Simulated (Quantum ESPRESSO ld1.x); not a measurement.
Values are calculated unless marked as measured or tabulated.
Q: All-electron atom: In0.5+ in [Kr] 4d10 5s(up 1, down 0.5) 5p1 (fractional occupations, a model configuration). Code: ld1.x of Quantum ESPRESSO 7.5. Model: scalar-relativistic Kohn-Sham, LDA (Slater exchange, Perdew-Wang correlation), spin-polarised, spherical densities, point nucleus; open shells are filled with parallel spins first. Some entries of the table are withheld. Estimate them.

| orbital | occ. | eigenvalue (eV) | <1/r> (bohr^-1) | <r^2> (bohr^2) |
|---|---|---|---|---|
| 1s up | 1 | -27725.5 | 51.81 | 0.001197 |
| 1s down | 1 | -27725.4 | 51.81 | 0.001197 |
| 2s up | 1 | -4155.85 | 11.81 | 0.01951 |
| 2s down | 1 | -4155.84 | 11.80 | 0.01951 |
| 2p up | 3 | -3732.87 | 11.37 | 0.01537 |
| 2p down | 3 | -3732.85 | 11.37 | 0.01537 |
| 3s up | 1 | -791.561 | 4.175 | 0.1395 |
| 3s down | 1 | -791.535 | 4.175 | 0.1395 |
| 3p up | 3 | -653.037 | 3.978 | 0.1403 |
| 3p down | 3 | -653.009 | 3.978 | 0.1402 |
| 3d up | 5 | -437.304 | 3.752 | 0.1252 |
| 3d down | 5 | -437.281 | 3.752 | 0.1252 |
| 4s up | 1 | -123.797 | 1.638 | 0.8144 |
| 4s down | 1 | -123.746 | 1.638 | 0.8138 |
| 4p up | 3 | -82.3911 | 1.480 | (1) |
| 4p down | 3 | -82.3232 | 1.481 | (2) |
| 4d up | 5 | -23.0837 | 1.137 | 1.688 |
| 4d down | 5 | -22.8829 | 1.143 | 1.659 |
| 5s up | 1 | -12.5959 | 0.5110 | 7.183 |
| 5s down | 0.5 | -11.6714 | 0.5139 | 7.193 |
| 5p up | 1 | -6.2812 | (3) | (4) |
| 5p down | 0 | -5.3791 | (5) | (6) |

A: 
(1) 4p up <r^2> (bohr^2): 0.9736
(2) 4p down <r^2> (bohr^2): 0.9717
(3) 5p up <1/r> (bohr^-1): 0.3870
(4) 5p up <r^2> (bohr^2): 12.34
(5) 5p down <1/r> (bohr^-1): 0.3791
(6) 5p down <r^2> (bohr^2): 13.19
